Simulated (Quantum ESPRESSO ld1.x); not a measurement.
Values are calculated unless marked as measured or tabulated.
Radial electron density D(r) = 4 pi r^2 rho(r) of an atom or ion with 3 electrons. Level of theory: scalar-relativistic Kohn-Sham, LDA (Slater exchange, VWN5 correlation), spin-polarised, spherical densities, point nucleus (ld1.x of Quantum ESPRESSO 7.5).

```
   r/bohr * D(r) (the largest magnitude, 56.3, reaches the edge; | marks zero)
 0.001492 |  *
 0.001642 |  *
 0.001807 |   *
  0.00199 |   *
  0.00219 |    *
 0.002411 |     *
 0.002654 |      *
 0.002921 |       *
  0.00319 |        *
 0.003511 |          *
 0.003865 |            *
 0.004254 |             *
 0.004683 |                *
 0.005155 |                  *
 0.005674 |                     *
 0.006246 |                       *
 0.006821 |                          *
 0.007508 |                             *
 0.008264 |                                 *
 0.009097 |                                    *
  0.01001 |                                        *
  0.01102 |                                           *
  0.01213 |                                              *
  0.01336 |                                                 *
  0.01458 |                                                   *
  0.01605 |                                                     *
  0.01767 |                                                      *
  0.01945 |                                                      *
  0.02141 |                                                     *
  0.02357 |                                                   *
  0.02594 |                                                *
  0.02856 |                                            *
  0.03118 |                                        *
  0.03433 |                                   *
  0.03779 |                              *
  0.04159 |                         *
  0.04578 |                    *
   0.0504 |                *
  0.05548 |            *
  0.06106 |          *
  0.06668 |         *
   0.0734 |        *
   0.0808 |        *
  0.08894 |        *
   0.0979 |         *
   0.1078 |        *
   0.1186 |        *
   0.1306 |       *
   0.1426 |     *
    0.157 |    *
   0.1728 |   *
   0.1902 | *
   0.2093 |*
   0.2304 |*
   0.2536 *
   0.2792 *
   0.3049 *
   0.3356 *
   0.3694 *
   0.4066 *
```

What is the nuclear charge?

Answer. Z = 49. The innermost maximum, from 1s, lies near gamma/Z bohr with gamma = sqrt(1 - (Z/c)^2) = 0.934, here 0.0191 bohr (found: 0.0188), and its height grows with Z. The density is that of the indium ion In46+ in [He] 2s1; the configuration itself is not fixed sharply by these data, and Z only to a few units. D(r) has 2 maxima, at r = 0.0188, 0.0971 bohr, and minima at 0.0776 bohr, inside which lie 2.13 electrons.
